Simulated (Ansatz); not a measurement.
HfI₄, singlet, geometry from GFN2-xTB (such geometries of metal compounds can be far from the true shape) (core potentials on Hf, I). Base run: Ansatz (an electronic-structure program) with PBE/def2-SV(P).

Ansatz was given this input:
Ansatz 0.2 input:
```yaml
crystal:
  periodic: [false, false, false]
  atoms:
    - {symbol: Hf, position_ang: [-0.00000000, 0.00000000, -0.00000000]}
    - {symbol: I, position_ang: [2.15787916, -0.67548443, -1.60777706]}
    - {symbol: I, position_ang: [0.88007107, 0.43252268, 2.59539358]}
    - {symbol: I, position_ang: [-1.18880847, 2.31130827, -0.97069936]}
    - {symbol: I, position_ang: [-1.84914175, -2.06834653, -0.01691715]}
basis:
  gaussian:
    orbitals: def2-SV_P_.json
hamiltonian:
  xc: pbe
```
The basis file holds def2-SV(P) in the JSON format of the Basis Set Exchange.

Variants of this job, named by their change:

```csv
change,basis functions,E (Eh)
base,129,-1239.04900
basis = def2-SVP,136,-1239.05883
basis = def2-SVPD,175,-1239.06523
basis = def2-TZVP,?,?
basis = def2-TZVPP,256,-1239.11037
basis = def2-TZVPD,279,-1239.10942
```

**Question.** What belongs in the gaps?

**Answer.** 
- basis = def2-TZVP, basis functions: 240
- basis = def2-TZVP, E (Eh): -1239.10860

Totals compare only among sets that treat the same electrons; sets with core potentials leave the core out.
